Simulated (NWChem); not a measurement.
System: C₃H₄F₂Si; SMILES C#CC(F)(F)[SiH3]

Here is an NWChem input.

```
start job
memory heap 200 mb stack 900 mb global 1100 mb
geometry units angstroms noautosym nocenter noautoz
  C      0.985600     2.379201     0.000000
  C      0.300779     1.366939     0.000000
  C     -0.410417     0.088901     0.000000
  F     -1.228668     0.000806     1.113149
  F     -1.228668     0.000806    -1.113149
  Si     0.781886    -1.450218     0.000000
  H      1.573656     3.287160     0.000000
  H      1.631720    -1.395445     1.234869
  H     -0.082406    -2.675983     0.000000
  H      1.631720    -1.395445    -1.234869
end
basis spherical
  C library 6-31g*
  F library 6-31g*
  Si library 6-31g*
  H library 6-31g*
end
dft
  xc hfexch
  iterations 150
  mulliken
end
task dft energy
esp
  recalculate
  probe 0.07
  range 0.3
  factor 1.0
  spacing 0.02
end
task esp
```

NWChem printed, in part:

```
             Northwest Computational Chemistry Package (NWChem) 7.3.0
             --------------------------------------------------------

                             Geometry "geometry" -> ""
                             -------------------------

 Output coordinates in angstroms (scale by  1.889725989 to convert to a.u.)

  No.       Tag          Charge          X              Y              Z
 ---- ---------------- ---------- -------------- -------------- --------------
    1 C                    6.0000     0.98560000     2.37920100     0.00000000
    2 C                    6.0000     0.30077900     1.36693900     0.00000000
    3 C                    6.0000    -0.41041700     0.08890100     0.00000000
    4 F                    9.0000    -1.22866800     0.00080600     1.11314900
    5 F                    9.0000    -1.22866800     0.00080600    -1.11314900
    6 Si                  14.0000     0.78188600    -1.45021800     0.00000000
    7 H                    1.0000     1.57365600     3.28716000     0.00000000
    8 H                    1.0000     1.63172000    -1.39544500     1.23486900
    9 H                    1.0000    -0.08240600    -2.67598300     0.00000000
   10 H                    1.0000     1.63172000    -1.39544500    -1.23486900

 Effective nuclear repulsion energy (a.u.)     277.7729379153

  xc_inp: hfexch multiplicative factor not found.

                                 NWChem DFT Module
                                 -----------------

 Summary of "ao basis" -> "ao basis" (spherical)
 ------------------------------------------------------------------------------
       Tag                 Description            Shells   Functions and Types
 ---------------- ------------------------------  ------  ---------------------
 C                           6-31g*                  6       14   3s2p1d
 F                           6-31g*                  6       14   3s2p1d
 Si                          6-31g*                  8       18   4s3p1d
 H                           6-31g*                  2        2   2s

            General Information
            -------------------
          SCF calculation type: DFT
          Wavefunction type:  closed shell.
          No. of atoms     :    10
          No. of electrons :    54
           Alpha electrons :    27
            Beta electrons :    27
          Charge           :     0
          Spin multiplicity:     1
          Use of symmetry is: off; symmetry adaption is: off
          Maximum number of iterations: 150
          AO basis - number of functions:    96
                     number of shells:    46
          Convergence on energy requested:  1.00D-06
          Convergence on density requested:  1.00D-05
          Convergence on gradient requested:  5.00D-04

              XC Information
              --------------
                     Hartree-Fock (Exact) Exchange  1.000

      Superposition of Atomic Density Guess
      -------------------------------------

 Sum of atomic energies:        -602.53566417

      Non-variational initial energy
      ------------------------------

 Total energy =    -604.575451
 1-e energy   =   -1385.711743
 2-e energy   =     503.363353
 HOMO         =      -0.292516
 LUMO         =       0.037810

     ---------------------------------------------
      Total Density - Mulliken Population Analysis
     ---------------------------------------------

    Atom       Charge   Shell Charges
 -----------   ------   -------------------------------------------------------
    1 C    6     6.42   2.00  0.75  1.86  0.69  1.10  0.03
    2 C    6     6.00   2.00  0.75  1.88  0.52  0.81  0.03
    3 C    6     5.01   2.00  0.65  1.34  0.44  0.51  0.08
    4 F    9     9.51   2.00  0.94  3.41  1.02  2.13  0.01
    5 F    9     9.51   2.00  0.94  3.41  1.02  2.13  0.01
    6 Si  14    13.67   2.00  2.00  5.97  1.01  1.73  0.32  0.54  0.11
    7 H    1     0.71   0.42  0.29
    8 H    1     1.05   0.47  0.59
    9 H    1     1.06   0.47  0.59
   10 H    1     1.05   0.47  0.59

   convergence    iter        energy       DeltaE   RMS-Dens  Diis-err
 ---------------- ----- ----------------- --------- --------- ---------
 d= 0,ls=0.0,diis     1   -603.4930610458 -8.81D+02  1.07D-02  9.16D-01
 d= 0,ls=0.0,diis     2   -603.5878587907 -9.48D-02  3.17D-03  3.26D-01
 d= 0,ls=0.0,diis     3   -603.6188701577 -3.10D-02  1.51D-03  1.31D-02
 d= 0,ls=0.0,diis     4   -603.6209051498 -2.03D-03  4.60D-04  2.47D-03
 d= 0,ls=0.0,diis     5   -603.6212606405 -3.55D-04  1.11D-04  9.76D-05
  Resetting Diis
 d= 0,ls=0.0,diis     6   -603.6212766136 -1.60D-05  4.27D-05  8.05D-06
 d= 0,ls=0.0,diis     7   -603.6212785467 -1.93D-06  9.52D-06  5.97D-07
 d= 0,ls=0.0,diis     8   -603.6212786910 -1.44D-07  3.92D-06  1.44D-07

         Total DFT energy =     -603.621278691035
      One electron energy =    -1387.780983068547
           Coulomb energy =      563.828654155348
    Exchange-Corr. energy =      -57.441887693128
 Nuclear repulsion energy =      277.772937915292

 Numeric. integr. density =        0.000000000000

                       DFT Final Molecular Orbital Analysis
                       ------------------------------------

 Vector   25  Occ=2.000000D+00  E=-4.874777D-01
              MO Center=  1.7D-01, -3.4D-01,  1.1D-14, r^2= 3.4D+00
   Bfn.  Coefficient  Atom+Function         Bfn.  Coefficient  Atom+Function
  ----- ------------  ---------------      ----- ------------  ---------------
    77      0.305500   6 Si px               34     -0.293832   3 C  s
    32      0.281937   3 C  py               46     -0.218563   4 F  py
    60     -0.218563   5 F  py               17     -0.195142   2 C  px
    50     -0.168222   4 F  py               64     -0.168222   5 F  py
    21     -0.166607   2 C  px               31     -0.159405   3 C  px

 Vector   26  Occ=2.000000D+00  E=-4.199394D-01
              MO Center=  6.0D-01,  1.8D+00,  2.5D-15, r^2= 1.6D+00
   Bfn.  Coefficient  Atom+Function         Bfn.  Coefficient  Atom+Function
  ----- ------------  ---------------      ----- ------------  ---------------
    19      0.405393   2 C  pz                5      0.386530   1 C  pz
     9      0.266829   1 C  pz               23      0.263985   2 C  pz
    45     -0.067099   4 F  px               59      0.067099   5 F  px
    49     -0.056523   4 F  px               63      0.056523   5 F  px
    46     -0.054756   4 F  py               60      0.054756   5 F  py

 Vector   27  Occ=2.000000D+00  E=-4.041085D-01
              MO Center=  5.3D-01,  1.4D+00, -7.0D-16, r^2= 2.8D+00
   Bfn.  Coefficient  Atom+Function         Bfn.  Coefficient  Atom+Function
  ----- ------------  ---------------      ----- ------------  ---------------
     3      0.315966   1 C  px               17      0.271742   2 C  px
    34     -0.239293   3 C  s                18     -0.221214   2 C  py
    22     -0.214401   2 C  py                4     -0.198945   1 C  py
     7      0.198891   1 C  px                8     -0.176040   1 C  py
    78     -0.169538   6 Si py               32      0.151079   3 C  py

 Vector   28  Occ=0.000000D+00  E= 1.282470D-01
              MO Center=  8.9D-01, -1.3D+00,  1.5D-14, r^2= 5.9D+00
   Bfn.  Coefficient  Atom+Function         Bfn.  Coefficient  Atom+Function
  ----- ------------  ---------------      ----- ------------  ---------------
    81      0.894366   6 Si px               82     -0.893472   6 Si py
    34      0.612884   3 C  s                36     -0.336295   3 C  py
    92     -0.306994   8 H  s                96     -0.306994  10 H  s
    22     -0.287890   2 C  py                7     -0.271384   1 C  px
    35      0.200589   3 C  px               77      0.174973   6 Si px

 Vector   29  Occ=0.000000D+00  E= 1.520804D-01
              MO Center=  4.1D-01,  6.4D-01, -3.9D-14, r^2= 4.8D+00
   Bfn.  Coefficient  Atom+Function         Bfn.  Coefficient  Atom+Function
  ----- ------------  ---------------      ----- ------------  ---------------
    83      0.678227   6 Si pz                9     -0.531667   1 C  pz
    92     -0.488294   8 H  s                96      0.488294  10 H  s
    23      0.397903   2 C  pz                5     -0.285044   1 C  pz
    37      0.256835   3 C  pz               19      0.236350   2 C  pz
    48     -0.213968   4 F  s                62      0.213968   5 F  s

 Vector   30  Occ=0.000000D+00  E= 1.562505D-01
              MO Center=  8.5D-01, -1.6D-01, -1.5D-14, r^2= 5.7D+00
   Bfn.  Coefficient  Atom+Function         Bfn.  Coefficient  Atom+Function
  ----- ------------  ---------------      ----- ------------  ---------------
    82      1.027923   6 Si py               94      0.928590   9 H  s
    34     -0.654651   3 C  s                 7     -0.458717   1 C  px
    22     -0.331461   2 C  py               81      0.321987   6 Si px
    20     -0.241181   2 C  s                 3     -0.200290   1 C  px
     6      0.190981   1 C  s                21      0.160840   2 C  px

     ---------------------------------------------
      Total Density - Mulliken Population Analysis
     ---------------------------------------------

    Atom       Charge   Shell Charges
 -----------   ------   -------------------------------------------------------
    1 C    6     6.40   2.00  0.68  1.88  0.52  1.28  0.03
    2 C    6     6.04   2.00  0.68  1.95  0.42  0.96  0.04
    3 C    6     5.29   2.00  0.67  1.77  0.36  0.39  0.11
    4 F    9     9.45   2.00  0.93  3.28  1.07  2.15  0.02
    5 F    9     9.45   2.00  0.93  3.28  1.07  2.15  0.02
    6 Si  14    13.33   2.00  2.00  5.98  0.95  1.84  0.18  0.20  0.19
    7 H    1     0.68   0.49  0.19
    8 H    1     1.13   0.49  0.63
    9 H    1     1.12   0.49  0.63
   10 H    1     1.13   0.49  0.63

     -------------------------------------------
      Total Density - Lowdin Population Analysis
     -------------------------------------------

    Atom       Charge   Shell Charges
 -----------   ------   -------------------------------------------------------
    1 C    6     6.15   1.99  0.55  1.72  0.46  1.37  0.06
    2 C    6     6.07   1.99  0.54  1.76  0.40  1.31  0.07
    3 C    6     5.82   1.99  0.51  1.62  0.40  1.05  0.25
    4 F    9     9.19   1.99  0.93  3.18  0.82  2.23  0.03
    5 F    9     9.19   1.99  0.93  3.18  0.82  2.23  0.03
    6 Si  14    13.61   2.00  1.98  5.89  0.67  1.66  0.38  0.79  0.23
    7 H    1     0.81   0.46  0.35
    8 H    1     1.06   0.49  0.56
    9 H    1     1.06   0.49  0.56
   10 H    1     1.06   0.49  0.56

     Multipole analysis of the density
     ---------------------------------

     L   x y z        total         alpha         beta         nuclear
     -   - - -        -----         -----         ----         -------
     0   0 0 0     -0.000000    -27.000000    -27.000000     54.000000

     1   1 0 0      1.020564      1.605528      1.605528     -2.190491
     1   0 1 0      0.145635     -0.439288     -0.439288      1.024211
     1   0 0 1      0.000000      0.000000      0.000000      0.000000

     2   2 0 0    -31.598375   -106.722413   -106.722413    181.846452
     2   1 1 0      2.172928     -1.171397     -1.171397      4.515721
     2   1 0 1      0.000000      0.000000      0.000000      0.000000
     2   0 2 0    -25.469924   -185.086740   -185.086740    344.703556
     2   0 1 1     -0.000000     -0.000000     -0.000000      0.000000
     2   0 0 2    -33.397545    -61.968468    -61.968468     90.539391

                     NWChem Electrostatic Potential Fit Module
                     -----------------------------------------

 Atom parameters

 Number of atoms is                                   10
 Number of basis functions is                         96

 Grid parameters

 Maximum number of grid points is                  45004
 Number of grid points is                          45003
 Grid range                                     0.300000 nm
 Grid spacing                                   0.020000 nm
 Probe radius                                   0.070000 nm
 Atom radius factor                             1.000000

 Atomic radii

    1    0.100000
    6    0.147000
    9    0.128000
   14    0.187000
 FASTESP  F
  using M.O. file = ./job.movecs

    Atom              Coordinates                           Charge

                                                  ESP

    1 C     0.098560    0.237920    0.000000   -0.372657
    2 C     0.030078    0.136694    0.000000   -0.092542
    3 C    -0.041042    0.008890    0.000000    0.674990
    4 F    -0.122867    0.000081    0.111315   -0.305266
    5 F    -0.122867    0.000081   -0.111315   -0.305614
    6 Si    0.078189   -0.145022    0.000000    0.331593
    7 H     0.157366    0.328716    0.000000    0.320983
    8 H     0.163172   -0.139545    0.123487   -0.088499
    9 H    -0.008241   -0.267598    0.000000   -0.075068
   10 H     0.163172   -0.139545   -0.123487   -0.087919
                                            ------------
                                               -0.000000

 Dipole moment                                  1.068058

 Quadrupole moment Qxx                         -5.617456
                   Qyy                         13.373758
                   Qzz                         -7.756301

 RMS deviation kJ/mol                           0.054556

 RRMS %                                        27.785396
```

Level: Hartree-Fock/6-31G* (spherical d). Geometry: optimised at PBE-D3(BJ)/def2-SVP.
